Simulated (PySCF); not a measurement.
# B (boron, neutral) across methods

[He] 2s1 2p1 3s1, high-spin 4P determinant (an excited configuration). Computed with PySCF 2.14 in x2c-TZVPPall with one added diffuse shell each of s, p, d type (6s4p3d1f, 40 functions), with scalar relativity by spin-free X2C-1e.

| method | E (hartree) | mean ε 2s α (eV) | mean ε 2p α (eV) | mean ε 3s α (eV) | Σ⟨r²⟩ (bohr²) | ⟨S²⟩ |
| --- | --- | --- | --- | --- | --- | --- |
| UHF | -24.24438 | -21.901 | -15.605 | -3.167 | 49.38 | 3.750 |
| CAM-B3LYP | -24.2965 | -18.597 | -12.660 | -2.776 | 48.46 | 3.750 |
| PBEsol | -24.1481 | -15.471 | -9.637 | -1.985 | 48.55 | 3.750 |
| revPBE | -24.3226 | -15.562 | -9.802 | -2.012 | 48.75 | 3.750 |
| PBE0 | -24.2896 | -17.228 | -11.310 | -2.367 | 48.65 | 3.750 |
| LDA | -24.0213 | -15.436 | -9.609 | -1.998 | 47.69 | 3.750 |
| r2SCAN | -24.3112 | -16.018 | -10.215 | -1.971 | 48.63 | 3.750 |
| PBE | -24.2809 | -15.541 | -9.786 | -2.006 | 48.29 | 3.750 |
| wB97X | -24.3191 | -19.754 | -13.743 | -3.281 | 49.93 | 3.750 |

The outer electron is Rydberg-like, and this basis confines it to a smaller radius and binds it less than a complete one would.
